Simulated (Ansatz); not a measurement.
System: sum formula InH2F (charge 0, singlet). 
Coordinates optimised at B3LYP-D3(BJ)/def2-TZVP (Ansatz, a quantum-chemistry and plane-wave program):
```xyz
4

F     -0.8615     1.4647     0.0100
In     0.1404    -0.2388    -0.0016
H     -0.9461    -1.5548     0.0089
H      1.8186     0.0714    -0.0191
```

Wanted: vertical ionisation energy (to the doublet state of charge +1; each state is the SCF solution reached for its spin; the UHF <S^2> is 0.88 for the doublet (pure: 0.75); for the doublet T1 is 0.046), in eV. Correlated levels leave the core frozen unless marked. UHF or UKS for open shells. Spin-orbit coupling is left out. The frozen core is the preceding noble-gas configuration, with the filled d and f shells of earlier blocks. In def2 rows, elements after Kr have scalar-relativistic effective core potentials. Basis-set limits of correlation are two-point, X^-3; Hartree-Fock from the larger set.

```csv
level,program,vertical ionisation energy (eV)
SVWN5/def2-TZVPD,Ansatz,10.93
r2SCAN/def2-TZVPD,Ansatz,(withheld)
PBE0/def2-TZVPD,Ansatz,(withheld)
BHLYP/def2-TZVPD,Ansatz,11.43
CAM-B3LYP/def2-TZVPD,Ansatz,(withheld)
B2PLYP/def2-TZVPD,Ansatz,11.24
CCSD/def2-SVPD,Ansatz,(withheld)
"CCSD(T)/CBS(def2-TZVPPD,def2-QZVPPD)",Ansatz,11.52
```

Q: Complete the blanks.

A: 
- r2SCAN/def2-TZVPD, vertical ionisation energy (eV): 10.94
- PBE0/def2-TZVPD, vertical ionisation energy (eV): 11.15
- CAM-B3LYP/def2-TZVPD, vertical ionisation energy (eV): 11.41
- CCSD/def2-SVPD, vertical ionisation energy (eV): 11.46
